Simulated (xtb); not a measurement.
Sn(OH)3(NH2) (H₅NO₃Sn), SMILES [OH][Sn]([OH])([NH2])[OH]. All values are semi-empirical tight-binding results from xtb (GFN2-xTB unless named), good for trends rather than for accurate numbers. Geometry: GFN2-xTB. The structure was generated by enumeration; whether it is a known compound was not checked. Other conformers were not sampled.

For metal compounds this method's bond lengths and energies can be far off.

Computed properties:
```yaml
orbital_gap: 4.52 eV
zero_point_energy: 38.0 kcal/mol
G − E(el) at 298.15 K (modified RRHO): 16.1 kcal/mol
```
